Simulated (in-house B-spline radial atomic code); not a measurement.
# Ionising Mg III (Mg2+) with different functionals

Computed with a radial B-spline atomic code at the basis-set limit: four-component Dirac-Coulomb Hamiltonian, Fermi nucleus of rms radius 3.057 fm, spin-restricted, spherical fractional occupations for the functionals, and exact exchange of hybrids averaged over the configuration. The ionisation energy is the difference of two self-consistent energies, [He] 2s2 2p6 → [He] 2s2 2p5, without Breit or QED terms; ε is the level of the shell that loses the electron (mean over j). The electron is taken from both j subshells in proportion to 2j + 1, so the result is a j average, not the step between ground levels.

```csv
method,rung,ΔSCF (eV),-ε(2p) (eV)
B97-1,global hybrid,80.93,70.13
B3LYP,global hybrid,81.14,70.16
HSE06,range-separated hybrid,80.84,70.33
wB97X,range-separated hybrid,80.78,72.81
```

Problem. Among the functionals, which spreads more, the ΔSCF values or the orbital energies?

Solution. The orbital energies: ΔSCF values span about 0.36 eV and the orbital energies 2.68 eV; here energy differences depend much less on the functional than eigenvalues do.

Problem. How do they compare with the NIST value?

Solution. NIST lists 80.144 eV (measured, ground level to ground level). Errors run from +0.63 to +0.99 eV. The correlated functionals all miss on the same side by more than they spread, so the cause is common to them (Breit-QED terms, spin polarisation, the choice among j levels, multiplet and fine-structure energies, or a listed next ion that isn't the cheapest removal here) and closeness doesn't rank the functionals.
